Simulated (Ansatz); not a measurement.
One change: `[OH][Mg][O][SiH3]` becomes `C[O][Mg][O][SiH3]`.

Ansatz, PBE0-D4/def2-TZVP geometries, multiplicity 1. Each molecule was computed in one conformer, which needn't be the lowest.

```
                                          property  `[OH][Mg][O][SiH3]`
  size of the dipole moment (B3LYP/def2-TZVPP) / D                 2.03
             HOMO–LUMO gap (B3LYP/def2-TZVPP) / eV                 6.17
           HOMO–LUMO gap (ωB97M-V/def2-TZVPP) / eV                10.28
size of the dipole moment (ωB97M-V/def2-TZVPP) / D                 2.06
               HOMO–LUMO gap (PBE/def2-TZVPP) / eV                 4.47
              HOMO–LUMO gap (PBE0/def2-TZVPP) / eV                 6.69
```

What does the change do to each property? (Best estimate.)

Ansatz gave: 
```json
{"property": "size of the dipole moment (B3LYP/def2-TZVPP) / D", "`C[O][Mg][O][SiH3]`": "1.61", "shift": "-0.42"}
{"property": "HOMO–LUMO gap (B3LYP/def2-TZVPP) / eV", "`C[O][Mg][O][SiH3]`": "5.48", "shift": "-0.69"}
{"property": "HOMO–LUMO gap (ωB97M-V/def2-TZVPP) / eV", "`C[O][Mg][O][SiH3]`": "9.71", "shift": "-0.57"}
{"property": "size of the dipole moment (ωB97M-V/def2-TZVPP) / D", "`C[O][Mg][O][SiH3]`": "1.64", "shift": "-0.42"}
{"property": "HOMO–LUMO gap (PBE/def2-TZVPP) / eV", "`C[O][Mg][O][SiH3]`": "3.75", "shift": "-0.72"}
{"property": "HOMO–LUMO gap (PBE0/def2-TZVPP) / eV", "`C[O][Mg][O][SiH3]`": "6.00", "shift": "-0.69"}
```

Dipoles are sizes alone; their direction can turn.

B3LYP here is the variant with VWN-RPA as its local correlation; programs differ in this.
